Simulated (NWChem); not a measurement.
System: C₃HCl₃; SMILES ClC=C=C(Cl)Cl

NWChem input:

```
start job
memory heap 200 mb stack 900 mb global 1100 mb
geometry units angstroms noautoz
  Cl     0.342101    -2.997048     0.000000
  C     -0.805972    -1.679735     0.000000
  C     -0.461862    -0.409639     0.000000
  C     -0.123051     0.863377     0.000000
  Cl     0.115621     1.771712     1.466945
  Cl     0.115621     1.771712    -1.466945
  H     -1.854386    -2.023835     0.000000
end
basis spherical
  * library sto-3g
end
dft
  xc hfexch
  iterations 150
  mulliken
end
task dft energy
```

The geometry was optimised at PBE-D3(BJ)/def2-SVP.

Q: Give the results of this calculation. (Hartree-Fock/STO-3G.) Quantities: basis functions; energy (Ha); highest occupied level (eV); orbital gap (eV); dipole (D).

A: 
```yaml
number_of_basis_functions: 43
energy (Ha): -1476.41
highest occupied level (eV): -9.22
orbital gap (eV): 14.46
dipole (D): 1.91
```
